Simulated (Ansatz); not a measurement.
`C[N]([GaH2])CF` + `[BH2][GeH2][F]` → `[BH2][GeH]([F])[GaH2]` + `CNCF` at 400 K and 1 bar (formal exchange of groups at a Ga–N bond).

Gas-phase electronic energies from Ansatz, PBE0-D4/def2-TZVP geometries. CCSD(T)/CBS is the MP2 limit (def2-TZVPP, def2-QZVPP) plus CCSD(T) − MP2 in def2-TZVPP, frozen cores. For Ga, Ge outer-core shells are correlated without core-valence functions, which leaves a few kJ/mol of doubt a bond. Scalar relativity is left out up to krypton. Each species was taken in one conformer, which may not be the lowest.

```json
{"species": "`C[N]([GaH2])CF`", "CCSD(T)/CBS energy (Eh)": "-2158.74387", "H − E (kJ/mol)": "267.1", "S (J/(mol·K))": "387.6"}
{"species": "`[BH2][GeH2][F]`", "CCSD(T)/CBS energy (Eh)": "-2203.09407", "H − E (kJ/mol)": "123.8", "S (J/(mol·K))": "328.3"}
{"species": "`[BH2][GeH]([F])[GaH2]`", "CCSD(T)/CBS energy (Eh)": "-4127.63451", "H − E (kJ/mol)": "150.9", "S (J/(mol·K))": "415.2"}
{"species": "`CNCF`", "CCSD(T)/CBS energy (Eh)": "-234.19797", "H − E (kJ/mol)": "249.7", "S (J/(mol·K))": "316.3"}
```

H − E and S are ideal-gas, rigid-rotor, harmonic terms from PBE0-D4/def2-TZVP, for one conformer and one mirror image of each species. 1 Eh = 2625.50 kJ/mol, R = 8.31446 J/(mol·K).

By hand: ΔE, ΔH, ΔS and ΔG.

ΔE = (-4127.63451) + (-234.19797) − (-2158.74387) − (-2203.09407) = 0.00546 Eh = 14.3 kJ/mol. Δ(H − E) = 150.9 + 249.7 − 267.1 − 123.8 = 9.7, so ΔH = 24.0 kJ/mol. ΔS = 415.2 + 316.3 − 387.6 − 328.3 = 15.6 J/(mol·K). ΔG = 24.0 − 400 × (15.6)/1000 = 17.8 kJ/mol.

By hand: the equilibrium constant, and the temperature at which ΔG would vanish if ΔH and ΔS stayed fixed.

log₁₀ K = −ΔG/(RT ln 10) = -2.3. ΔG = 0 at ΔH/ΔS = 1538 K, though so small a ΔS makes that figure unsure.

ΔH outweighs TΔS. A doubt of 5 kJ/mol in ΔE shifts log₁₀ K by 0.7 here. Other conformers and mirror images would add mixing entropy, several J/(mol·K) or more a flexible species. These are equilibria of isolated gas molecules and say nothing of rates. Largest T1 diagnostic: 0.014 (customary marks: 0.02 for closed shells, 0.045 for open ones).
